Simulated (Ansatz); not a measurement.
**One elementary step**

Start structure (BNH7OF, closed shell), relaxed at PBE0-D4/def2-TZVP:

```json
{"atom": "B1", "x (Å)": "-0.7108", "y (Å)": "-0.6311", "z (Å)": "-0.7962"}
{"atom": "F2", "x (Å)": "-1.1167", "y (Å)": "0.7316", "z (Å)": "-0.8062"}
{"atom": "H3", "x (Å)": "0.2009", "y (Å)": "-0.8502", "z (Å)": "-1.5692"}
{"atom": "H4", "x (Å)": "-1.6465", "y (Å)": "-1.3974", "z (Å)": "-0.8817"}
{"atom": "H5", "x (Å)": "0.6211", "y (Å)": "-0.0829", "z (Å)": "0.8429"}
{"atom": "N6", "x (Å)": "-0.0707", "y (Å)": "-0.8297", "z (Å)": "0.6923"}
{"atom": "H7", "x (Å)": "0.2903", "y (Å)": "1.7220", "z (Å)": "-0.1263"}
{"atom": "O8", "x (Å)": "1.0476", "y (Å)": "1.7476", "z (Å)": "0.4829"}
{"atom": "H9", "x (Å)": "0.3776", "y (Å)": "-1.7354", "z (Å)": "0.7755"}
{"atom": "H10", "x (Å)": "-0.7802", "y (Å)": "-0.7550", "z (Å)": "1.4148"}
{"atom": "H11", "x (Å)": "1.7873", "y (Å)": "2.0807", "z (Å)": "-0.0289"}
```

The step: BH₂F ([BH2][F]) + H₂O + NH₃ → BNH₄ ([BH2][NH2]) + H₂O + HF; bonds formed: F2–H7, H5–O8; dative contacts that become bonds: B1–N6; bonds broken: B1–F2, H5–N6, H7–O8. Ansatz 0.2.0; basis: def2-TZVPP and def2-QZVPP; cores frozen in the correlated methods. Extrapolation: Hartree–Fock as exp(−7.88 √X), correlation as X^−2.97. Energies below are by CCSD(T) at an estimated basis limit (MP2 extrapolated from triple and quadruple zeta, plus CCSD(T) − MP2 in triple zeta).

Question: What are the electronic barrier and the energy of the step, from the start structure to the end structure? (Judge from chemistry; the value comes from the calculation.)

Answer: The calculation gives: Barrier 1.261 eV; step energy 0.790 eV (uphill); reverse barrier, their difference, 0.471 eV. Barrier and step energy count from the start structure, the reverse barrier from the end structure.

The saddle point: One imaginary mode of 223i cm⁻¹.
```json
{"pair": "B1–N6", "start (Å)": "1.63", "saddle (Å)": "1.49", "end (Å)": "1.39"}
{"pair": "F2–H7", "start (Å)": "1.85", "saddle (Å)": "1.03", "end (Å)": "0.95"}
{"pair": "H5–O8", "start (Å)": "1.91", "saddle (Å)": "1.02", "end (Å)": "0.97"}
{"pair": "B1–F2", "start (Å)": "1.42", "saddle (Å)": "1.80", "end (Å)": "3.96"}
{"pair": "H5–N6", "start (Å)": "1.03", "saddle (Å)": "1.67", "end (Å)": "2.24"}
{"pair": "H7–O8", "start (Å)": "0.97", "saddle (Å)": "1.35", "end (Å)": "1.61"}
```

Zero-point energy (harmonic, PBE0-D4): ZPE is 2.452 eV at the start and 2.344 eV at the saddle, so the barrier goes from 1.261 to 1.153 eV.

First-order rate constant out of the start structure at 898 K by transition-state theory, with harmonic vibrational free energies alone and no tunnelling: ΔA‡ = 1.324 eV, so k = (kB T/h) exp(−ΔA‡/kB T) ≈ 10^6 s⁻¹ (an order of magnitude at best: rotation, the number of equivalent paths and anharmonicity are left out).

No T1 diagnostic of these runs exceeds 0.012.

The step is the kind of exchange with an N–H group that builds nitride films in atomic layer and chemical vapour deposition.

Labels in which every atom is bracketed show which atoms are joined, not bond orders.

For scale, one of the runs: CCSD(T)/def2-TZVPP, 222 basis functions, launched by `ansatz run in.yaml --threads 4 --pin off --events-out ev --progress --plain --max-ram 9574MiB`. Time: 27 s of wall clock on 4 CPU threads of an AMD EPYC 9R45; the host was shared. Peak host memory: 3.8 GiB.
